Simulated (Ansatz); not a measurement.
Consider the formal exchange of groups at the Si–F bond: `C[SiH](F)CO` + CH₄ → `C[SiH](C)CO` + H–F.

Computed with Ansatz on PBE0-D4/def2-TZVP structures; ΔE is electronic, products minus reactants. CBS: MP2 limit from def2 TZ/QZ plus the TZ coupled-cluster correction, frozen cores. This one scheme is used for every species. Functionals use def2-TZVPP. Each species was taken in one conformer, which may not be the lowest.

| level | ΔE (kcal/mol) |
| --- | --- |
| B2PLYP | 38.3 |
| SCS-MP2/def2-QZVPP | 36.8 |

Q: What does CCSD(T)/CBS give? (Estimate.)

A: The calculation gave: +35.4 kcal/mol. The listed levels differ from it by 2.9, 1.4 kcal/mol.

Largest T1 diagnostic among the species: 0.011.

In def2-TZVPP, CCSD(T) changes the Hartree–Fock value by −6.5 kcal/mol (the triples alone add −0.8 kcal/mol) and MP2 by −6.7 kcal/mol. The D4 term adds −1.9 kcal/mol with B3LYP and −1.1 kcal/mol with PBE0; it sums over pairs of atoms, weighted by their polarisabilities, and B3LYP, whose exchange is more repulsive, gets the larger term.

B3LYP here is the variant with VWN-RPA as its local correlation; programs differ in this.
